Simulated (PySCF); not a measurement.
Exercise with solution: chemical shift, span and skew from a shielding tensor

B(H)2(iPr) (C₃H₉B), SMILES BC(C)C. Atoms are numbered in the order given.

```xyz
13

B     -0.1051     1.6183     0.0000
H     -0.2026     2.2294    -1.0430
H     -0.2026     2.2294     1.0430
C      0.2667     0.1011     0.0000
C     -0.0807    -0.6775    -1.2750
C     -0.0807    -0.6775     1.2750
H      1.3767     0.2651     0.0000
H      0.3989    -1.6706    -1.2880
H     -1.1694    -0.8406    -1.3460
H      0.2318    -0.1349    -2.1807
H      0.2318    -0.1349     2.1807
H      0.3989    -1.6706     1.2880
H     -1.1694    -0.8406     1.3460
```

Geometry: ωB97X-D3(BJ)/def2-SVP. The structure was generated by enumeration, and PubChem lists no compound with its InChIKey, so it may never have been made.

GIAO shieldings from PBE/pcSseg-1 in PySCF, non-relativistic, no solvent. The symmetric part of the tensor of C5 has the principal values 134.6, 157.3, 179.8 ppm. The same nucleus in TMS has σ = 182.0 ppm at this level (PySCF, at its B3LYP-D3(BJ)/def2-TZVP geometry).

Question: Work out the isotropic shielding, the ¹³C shift against TMS, the span and the skew.

Answer: 
σ(iso) = (σ11 + σ22 + σ33)/3 = 157.2 ppm. δ = σ(ref) − σ(iso) = 182.0 − (157.2) = 24.8 ppm.
Span Ω = σ33 − σ11 = 45.2 ppm. Skew κ = 3(σ(iso) − σ22)/Ω = 0.00. Tumbling in solution averages the tensor to δ; in a static solid the shielding alone would spread this spin-1/2 line over Ω.
